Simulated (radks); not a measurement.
Spherical quantum dot in the effective-mass picture: electrons in a parabolic well V = omega^2 r^2 / 2 with omega = 0.347, all in effective atomic units (hartree* = m*/eps^2 hartree, bohr* = eps/m* bohr), one dielectric constant everywhere. Calculated with a radial shooting solver with Libxc functionals: non-relativistic Kohn-Sham, exchange-only LDA, spin-polarised, spherical densities. Levels are named by radial order and angular momentum (1s, 1p, 1d, 2s, ...), and open shells are averaged over m.

N = 12, configuration 1s2 1p6 1d(up 4, down 0). This is the lowest configuration that the search found. Occupied and some empty levels:

| level | occupation | eigenvalue (hartree*) | <r> (bohr*) |
|---|---|---|---|
| 1s up | 1 | 3.6111 | 3.036 |
| 1s down | 1 | 3.6519 | 2.875 |
| 1p up | 3 | 3.7515 | 3.653 |
| 1p down | 3 | 3.8079 | 3.587 |
| 1d up | 4 | 3.9230 | 4.091 |
| 1d down | 0 | 3.9856 | 4.078 |
| 2s up | 0 | 3.9917 | 3.436 |
| 2s down | 0 | 4.0272 | 3.504 |
| 1f up | 0 | 4.1193 | 4.448 |
| 1f down | 0 | 4.1832 | 4.464 |
| 2p up | 0 | 4.2108 | 3.928 |
| 2p down | 0 | 4.2499 | 3.946 |

Energy (hartree*): total 28.8053, kinetic 2.9972, external 10.601, Hartree 17.638, exchange-correlation -2.4307.
